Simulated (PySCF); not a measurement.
# [EuF4]− at several levels of theory

Computed with PySCF 2.14.0 (density fitting, no spin-orbit coupling) at the geometry relaxed with PBE0:

```xyz
5
[EuF4]− (singlet in the valence; each metal's 4f electrons, 6 of them, lie in its core potential, out of spins and levels)
Eu    0.0000    0.0000    0.0000
F     1.2157    1.2157    1.2157
F    -1.2157   -1.2157    1.2157
F     1.2157   -1.2157   -1.2157
F    -1.2157    1.2157   -1.2157
```

```
    level                                    basis    state  HOMO (eV)  gap (eV)  charge on Eu1 (e)  population of f-type functions on Eu1 (polarisation alone where 4f lies in the core)  dipole about the centre of mass (D)  largest force component (eV/Å)
     PBE0    Eu lcecp-1-SVP with ECP52, F def2-SVP  singlet      -4.83      8.59               1.06                                                                                  0.11                                 0.00                            0.00
CAM-B3LYP                                 the same  singlet      -6.33     10.57               1.01                                                                                  0.11                                 0.00                            0.01
     PBE0  Eu lcecp-1-TZVP with ECP52, F def2-TZVP  singlet      -5.19      8.81               1.54                                                                                  0.13                                 0.00                            0.15
```

In the lcecp rows the 4f levels are missing from HOMO and gap, and the state counts the valence alone.

Charges are Mulliken's, which hang on the basis. The relaxation used the grid (50, 194), these runs (75, 302) or, all-electron (x2c bases, spin-free X2C Hamiltonian), (99, 590).

**Question.** What does revPBE with Eu lcecp-1-SVP with ECP52, F def2-SVP give here?

**Answer.** state singlet, HOMO (eV) -2.77, gap (eV) 5.98, charge on Eu1 (e) 0.81, population of f-type functions on Eu1 (polarisation alone where 4f lies in the core) 0.11, dipole about the centre of mass (D) 0.00, largest force component (eV/Å) 0.21. Time: 3.4 s on 2 threads of Arm Neoverse V2, with other jobs on the host, from an already converged density.

In the first row's basis the gap widens with exact exchange: 6.0 eV for revPBE (none); 8.6 eV for PBE0 (a fixed share); 10.6 eV for CAM-B3LYP (rising or full at long range).

An lcecp potential fixes the number of 4f electrons, so in runs with it no electron can move into or out of that shell.
